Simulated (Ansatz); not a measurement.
Consider the cleavage of the Si–Si bond: `[SiH3][SiH]1CO[SiH2]1` + `[OH][Sn][F]` → `[F][Sn][O][SiH3]` + `C1O[SiH2][SiH2]1`.

Computed with Ansatz on PBE0-D4/def2-TZVP structures; ΔE is electronic, products minus reactants. CCSD(T)/CBS is the MP2 limit (def2-TZVPP, def2-QZVPP) plus CCSD(T) − MP2 in def2-TZVPP, frozen cores. DFT in def2-TZVPP. B3LYP here is the variant with VWN-RPA as its local correlation; programs differ in this. def2 core potentials past Kr. For Sn outer-core shells are correlated without core-valence functions, which leaves a few kJ/mol of doubt a bond. One conformer a species, not always the lowest.

(1) Is it downhill or uphill in electronic energy at CCSD(T)/CBS, and by how much? (Estimate.)

(2) What do these levels give: PBE-D4, PBE0-D4, B3LYP-D4, MP2/def2-TZVPP, HF/CBS(def2), CCSD/CBS(def2)? (An estimate is asked.)

Largest T1 diagnostic among the species: 0.018.

Answers

(1) Computed: Downhill: ΔE = -1.06 eV.

(2) The calculation gave: PBE-D4 -0.77, PBE0-D4 -0.87, B3LYP-D4 -1.07, MP2/def2-TZVPP -1.14, HF/CBS(def2) -1.42, CCSD/CBS(def2) -1.11 eV.

From PBE to PBE0 (25 % exact exchange), in def2-TZVPP and without D4, ΔE moves by −0.10 eV. In def2-TZVPP, CCSD(T) changes the Hartree–Fock value by +0.32 eV (the triples alone add +0.05 eV) and MP2 by +0.26 eV.
